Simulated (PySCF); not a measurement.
Vertical excitation energies

C₄H₆FNO.
Numbering: `[CH3:1][O:2][C@@H:3]([F:4])[CH2:5][C:6]#[N:7]` (hydrogens: H8, H9, H10 on C1; H11 on C3; H12, H13 on C5)

Cartesian coordinates in Å at the PBE0-D3(BJ)/def2-SVP level; atoms count from 1:
```xyz
13
C4H6FNO angstrom
C     -1.8688    0.5061    0.2415
O     -0.6480    0.4845   -0.4594
C      0.1145   -0.6200   -0.2503
F     -0.4540   -1.7269   -0.8384
C      1.4702   -0.4060   -0.9037
C      2.2075    0.6986   -0.3107
N      2.7888    1.5686    0.1818
H     -1.7039    0.4102    1.3301
H     -2.3430    1.4739    0.0373
H     -2.5376   -0.3037   -0.0921
H      0.2102   -0.8544    0.8295
H      2.0600   -1.3308   -0.8216
H      1.2974   -0.2058   -1.9725
```

Computed with TDDFT CAM-B3LYP/def2-SVPD, vertical, gas phase, core orbitals frozen in the response in PySCF.

Problem. Predict the UV-vis stick spectrum at this level.

Solution. 

| state | E (eV) | E (hartree) | f | main configurations (H = HOMO, L = LUMO) |
| --- | --- | --- | --- | --- |
| S1 | 7.61 | 0.2796 | 0.0002 | H-2→L+2 (43%), H-1→L+3 (19%) |
| S2 | 7.99 | 0.2936 | 0.0038 | H-1→L+3 (26%), H-2→L+2 (25%) |
| S3 | 8.05 | 0.2958 | 0.0012 | H-1→L+2 (25%), H-2→L+3 (22%), H-1→L+3 (14%) |
| S4 | 8.41 | 0.3090 | 0.014 | H→L (77%), H→L+1 (11%) |
| S5 | 8.99 | 0.3303 | 0.024 | H→L+1 (67%) |
| S6 | 9.12 | 0.3351 | 0.019 | H-1→L (52%), H-1→L+1 (10%) |

The lowest singlet comes at 163 nm (734 kJ/mol) in the vacuum ultraviolet; it is dark (f under 0.0005); its leading configuration is HOMO-2→LUMO+2 (43%). The strongest level in the table is S5 at 8.99 eV (138 nm, f = 0.024). Löwdin shares by element: HOMO oxygen 56%, carbon 13% or more, hydrogen 12% or more (atoms not listed hold the other 19%); LUMO carbon 53% (atoms not listed hold the other 47%). The oscillator strengths of these states sum to 0.062; summed over the whole spectrum of an exact calculation they would give the number of electrons, 54 (Thomas–Reiche–Kuhn). Orbital energies (eV): HOMO-3 -11.54, HOMO-2 -11.10, HOMO-1 -11.01, HOMO -10.43, LUMO 1.06, LUMO+1 1.45, LUMO+2 1.78. Of the 6 states listed, 3 reach f = 0.01 and 1 stays under 0.0005. Only the lowest 6 singlets were computed, as vertical energies without vibronic structure.

On an Intel Xeon Platinum 8488C with one thread, shared host with 96 logical CPUs at a one-minute load of 21, this took 36 s (grids of density and orbitals included) and 0.88 GiB of memory at its peak.

One conformer stands for the species.
